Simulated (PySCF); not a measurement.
C2H9ClOSi2, SMILES CO[Si@H](Cl)[SiH2]C.

The structure is a stationary point at r2SCAN-D4/def2-SVP. The structure was generated by enumeration; whether it is a known compound was not checked. Other conformers were not sampled.

All values below come from r2SCAN-D4/def2-SVP (PySCF).

Frequencies are harmonic and unscaled.

```
mode  ν (cm⁻¹)  IR (km/mol)    moving atoms (share of kinetic energy)
----  --------  -----------  ----------------------------------------
1           41          0.8                   C 44 %, H 34 %, Si 15 %
2           74          0.2          C 41 %, H 21 %, Cl 19 %, Si 14 %
3           78          2.7  C 31 %, H 25 %, Cl 17 %, O 16 %, Si 10 %
4           97          0.3                                    H 95 %
5          116          3.9          H 31 %, Cl 26 %, Si 25 %, C 14 %
6          164          2.4             H 70 %, Si 10 %, O 9 %, C 9 %
7          188          1.4                   H 36 %, Si 30 %, C 21 %
8          234          7.8           O 29 %, C 25 %, H 22 %, Si 20 %
9          288          9.6          O 53 %, Si 21 %, Cl 13 %, H 10 %
10         406         17.4                  H 42 %, Si 41 %, Cl 13 %
11         461          0.8                           H 57 %, Si 39 %
12         531         72.1                          Si 59 %, Cl 32 %
13         602         11.5                            H 89 %, Si 9 %
14         661         48.3                            H 87 %, C 11 %
15         701         63.7                   C 42 %, Si 34 %, H 24 %
16         769         73.9           H 37 %, O 32 %, Si 20 %, C 11 %
17         787        168.8                           H 70 %, Si 18 %
18         834        164.1                           H 77 %, Si 17 %
19         881         53.2                   H 74 %, Si 13 %, C 12 %
20         884         54.6                            H 77 %, C 16 %
21         927         75.0                                    H 95 %
22        1132        285.1                    O 47 %, C 35 %, H 15 %
23        1169          1.4                            H 77 %, C 19 %
24        1199         64.8                    H 62 %, C 21 %, O 17 %
25        1254         14.7                            H 80 %, C 20 %
26        1431          7.5                                    H 96 %
27        1433          3.2                                    H 96 %
28        1465          6.3                             H 88 %, C 9 %
29        1471          4.5                                    H 96 %
30        1475          9.9                                    H 97 %
31        2187        119.8                                    H 97 %
32        2205         91.1                                    H 97 %
33        2214        102.1                                    H 96 %
34        2997         73.4                                    H 97 %
35        3040          3.5                                    H 97 %
36        3086         29.9                            H 90 %, C 10 %
37        3134         22.7                            H 90 %, C 10 %
38        3148          1.4                             H 91 %, C 9 %
39        3151          0.7                             H 91 %, C 9 %
```
